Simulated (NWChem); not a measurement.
# TiH$_{4}$O; SMILES [TiH3][OH]

```xyz
6

Ti     0.0000     0.0000     0.4777
O      0.0000     0.0000    -1.2413
H      0.0000     0.0000    -2.2016
H      1.5416     0.4820     0.9922
H     -0.3534    -1.5761     0.9922
H     -1.1883     1.0941     0.9922
```
Atoms are numbered in this order, from 1.

Results from NWChem. Structure relaxed at the PBE0/def2-SVP level. Vertical excitations in the gas phase; the lowest state need not have the same character in each row.

| level | lowest excitation, singlet (eV) | oscillator strength of that lowest state | orbital gap (eV) |
|---|---|---|---|
| PBE/def2-SVPD, TDA | 3.36 | 0.000 | 3.38 |
| B3LYP/def2-SVPD, TDA | 3.47 | 0.000 | 5.51 |
| PBE0/def2-SVPD, TDA | 3.50 | 0.000 | … |

Q: Complete the blanks.

A: 
- PBE0/def2-SVPD, TDA, orbital gap (eV): 6.04
